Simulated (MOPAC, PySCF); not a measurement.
CH₈Si₃, SMILES `[SiH](=[SiH2])[SiH2]C` (C–Si–Si–Si torsion 2°), neutral singlet in the gas phase. 

Z-matrix (Å, degrees):
```
Si
H 1 1.4899
H 1 1.4899 2 107.20
C 1 1.8724 2 110.89 3 -121.10
H 4 1.0918 1 110.74 2 179.99
H 4 1.0918 5 108.33 1 -121.58
H 4 1.0925 5 108.36 6 -117.36
Si 1 2.3186 2 109.49 3 118.52
H 8 1.4836 1 121.81 2 -57.55
Si 8 2.1360 9 118.24 1 -177.22
H 10 1.4804 8 124.82 9 -2.61
H 10 1.4807 11 113.96 8 177.63
```
Charge 0, spin multiplicity 1.

All levels are single points at this geometry (PBE0-D3(BJ)/def2-TZVP); Pople sets use spherical d functions. Orbital energies aren't observables, and empty levels follow the basis.

PM6 in MOPAC gives gap (eV) = 5.64.

Task: Estimate the gap (eV) from each of these levels: PBE-D3(BJ)/def2-TZVP in PySCF; PBE0-D3(BJ)/def2-TZVP in PySCF; B3LYP/6-311+G** in PySCF; B3LYP/LANL2DZ in PySCF; BP86/6-31G* in PySCF; M06-2X/6-31G* in PySCF; SVWN5/6-31G* in PySCF; HF/STO-3G in PySCF.

Result: 
```csv
level,gap (eV)
PBE-D3(BJ)/def2-TZVP in PySCF,2.60
PBE0-D3(BJ)/def2-TZVP in PySCF,4.09
B3LYP/6-311+G** in PySCF,3.78
B3LYP/LANL2DZ in PySCF,3.95
BP86/6-31G* in PySCF,2.65
M06-2X/6-31G* in PySCF,5.60
SVWN5/6-31G* in PySCF,2.61
HF/STO-3G in PySCF,10.12
```
